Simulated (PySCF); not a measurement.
**Which determinant of InSe lies lowest?**

Unrestricted PBE0; In def2-SVP with ECP28, Se def2-SVP; scalar-relativistic core potentials (PySCF 2.14). Outer shells of the fragments: In 4d10 5s2 5p1; Se 3d10 4s2 4p4.

Followed along the bond (rough minima from three points):

| 2Ms+1 | unpaired | ⟨S²⟩ at the start | R at minimum (Å) | Te (eV) |
| --- | --- | --- | --- | --- |
| 2 | π ↑ | 0.75 | 2.66 | 0.00 |
| 2 | σ ↑ | 0.76 | 2.42 | 0.04 |
| 4 | σ ↑, π ↑↑ | 3.76 | 2.71 | 2.54 |

Solutions found at the starting distance of 2.505 Å, counted from the lowest of them; the search is not exhaustive and high or unbound solutions are not listed, so other states can lie among these:

```
2Ms+1   unpaired   term  E (eV)  ⟨S²⟩  ⟨Lz²⟩  μ (D)
    2        σ ↑    ²Σ⁺    0.00  0.76   0.00  -4.07
    2        π ↑     ²Π    0.02  0.75   1.01  -1.69
    4  σ ↑, π ↑↑  mixed    2.56  3.76   2.01  -0.36
    4  σ ↑, π ↑↑  mixed    2.75  3.76   2.01  -0.42
    2  σ ↑, π ↑↓  mixed    2.95  1.76   2.01  -0.61
    2  σ ↑, π ↑↓  mixed    3.12  1.76   2.01   0.02
```

A term symbol is given only where ⟨S²⟩ and ⟨Lz²⟩ are close to those of a pure state; real π, δ and φ orbitals otherwise mix terms. A positive dipole means In(−)Se(+).

Task: Compare the gap between the two lowest followed solutions at the starting distance with the gap between their minima.

Result: At PBE0 the second solution (doublet, unpaired electrons σ ↑) lies -0.02 eV from the first (doublet, unpaired electrons π ↑) at 2.505 Å and +0.04 eV at the minima; the two curves relax by different amounts, since their minima lie near 2.42 and 2.66 Å. A gap this small is a tie at this level.

Spin–orbit coupling is left out. Counting both spins, an empty level lies below a filled one in some of these solutions, because spin and occupation are held.
